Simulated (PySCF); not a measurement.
## Radial density of O⁻ (oxygen, charge -1)

UHF, [He] 2s2 2p5, 2P determinant. All numbers are calculated (PySCF 2.14, the non-relativistic Hamiltonian (point nucleus), in aug-cc-pwCVQZ (9s8p6d4f2g, 109 functions)).

| r (bohr) | 4πr²ρ (e/bohr) | 4πr²(ρα − ρβ) |
| --- | --- | --- |
| 0.00307 | 0.03517 | 0.0000 |
| 0.00517 | 0.09608 | 0.0000 |
| 0.00870 | 0.2571 | 0.0001 |
| 0.0146 | 0.6615 | 0.0003 |
| 0.0246 | 1.597 | 0.0009 |
| 0.0414 | 3.461 | 0.0022 |
| 0.0696 | 6.272 | 0.0062 |
| 0.117 | 8.462 | 0.0222 |
| 0.197 | 7.136 | 0.0870 |
| 0.331 | 3.644 | 0.3027 |
| 0.557 | 3.705 | 0.6950 |
| 0.937 | 4.821 | 0.8310 |
| 1.58 | 2.727 | 0.3929 |
| 2.65 | 0.6680 | 0.0345 |
| 4.46 | 0.08067 | -0.0155 |
| 7.50 | 0.003592 | -0.0016 |

Task: Where is the radial spin density 4πr²(ρα − ρβ) most negative, and why is it negative at all?

Result: Around r = 4.46 bohr, down to -0.0155 e/bohr: exchange with the open shell polarises the paired shells in an unrestricted calculation.
